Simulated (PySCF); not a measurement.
Cu2I4, SMILES [I][Cu]1[I][Cu]([I])[I]1, multiplicity 3.

Coordinates come from a B3LYP-D3(BJ)/def2-SVP optimisation. The spin state was assumed, not searched. The def2 effective core potentials stand for the cores of I; spin–orbit coupling is left out.

All values below come from PBE/def2-TZVP run with PySCF.

The molecule is in vacuum.

```
Quantity                                                                                                        Result
---------------------------------------------------------------------------------------------  -----------------------
total energy                                                                                       -4471.57517 hartree
point group                                                                                                        C2h
α spin, highest occupied and lowest empty level                                                     -6.32 and -1.75 eV
β spin, highest occupied and lowest empty level                                                     -6.37 and -6.12 eV
dipole moment                                                                                                   0.00 D
quadrupole, principal values (traceless, Buckingham form, about the centre of nuclear charge)   -4.58, -2.33, 6.91 D·Å
⟨S²⟩                                                                                           2.003 (pure state 2.00)
```
